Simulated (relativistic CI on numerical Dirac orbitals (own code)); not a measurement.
Au4+: O2,3 absorption edge

Computed with this model: Dirac-Coulomb-Breit CI, KLI orbitals optimised for each configuration, model QED (radiative potential, 1s self-energy scaled to tabulated hydrogen-like ionisation energies), valence Slater integrals scaled by 0.9, multiplet model of core-to-valence dipole absorption; configurations [Xe] 4f14 5d7 → [Kr] 4d10 4f14 5s2 5p5 5d8; 10 K; Lorentzian 1 eV and Gaussian 0.3 eV FWHM. Energies are those of the free ion, without screening or charge transfer. The branching ratio is the share of the lower-energy edge in the whole absorption, uncertain by about 0.02 where the edges overlap. S is read from ⟨S²⟩ = S(S + 1).

Field parameters in Wybourne normalisation: Td as Oh with Dq negative (B⁴₀ = 21Dq, B⁴₄ = √(5/14) B⁴₀). The field is a parameter set, without covalency.

free ion: ground-state S = 1.37, centroid 59.50 eV. Peaks (eV, height): 53.8 (22), 56.5 (58), 58.0 (88), 59.5 (100), 63.0 (56), 66.0 (15).

Td, 10Dq = -3800 cm⁻¹: ground-state S = 1.40, centroid 59.71 eV. Peaks (eV, height): 54.0 (26), 56.5 (63), 58.2 (91), 59.5 (100), 63.0 (58), 66.2 (12), 76.5 (6).

Td, 10Dq = -8550 cm⁻¹: ground-state S = 1.42, centroid 60.24 eV. Peaks (eV, height): 54.5 (31), 56.8 (68), 59.2 (100), 63.2 (51), 65.8 (10), 76.0 (8).

Td, 10Dq = -13250 cm⁻¹: ground-state S = 1.43, centroid 60.83 eV. Peaks (eV, height): 55.0 (33), 57.2 (75), 59.2 (100), 63.5 (47), 66.0 (10), 76.0 (12).

Td, 10Dq = -18000 cm⁻¹: ground-state S = 1.44, centroid 61.38 eV. Peaks (eV, height): 55.5 (34), 57.5 (82), 59.2 (100), 63.8 (38), 76.0 (15).

Strongest unbroadened transitions for Td, 10Dq = -8550 cm⁻¹:

```
Energy (eV)  Relative strength
      54.49               31.2
      54.66               15.9
      56.83              100.0
      57.22                8.6
      58.33               42.3
      58.46               23.2
      58.83               29.2
      58.94               23.4
      58.99               12.6
      59.32               65.3
      59.62               44.7
      59.96               15.0
      60.15               19.1
      62.94               18.9
      63.03               12.5
      63.12               40.4
      63.54               16.1
      63.64                8.1
```
